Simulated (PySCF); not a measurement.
Vertical excitations of a molecule C4H6F2 from TDDFT-ωB97X/def2-SVPD (PySCF), as energy in eV (oscillator strength): 8.45 (0.008), 8.97 (0.011), 9.01 (0.001), 9.41 (0.012), 9.62 (0.032), 9.65 (0.028), 9.75 (0.039), 10.05 (0.041), 10.35 (0.156), 10.45 (0.046). Lowest triplet (TDA): 8.12 eV. Geometry: PBE-D3(BJ)/def2-SVP. Other conformers were not sampled.

Q: Which structure fits?
A. FC1(F)CCC1
B. C[C@@H]1CC1(F)F
C. C[C@@H](F)/C=C\F
D. C[C@H]1[C@@H](F)[C@H]1F

A: B, C[C@@H]1CC1(F)F
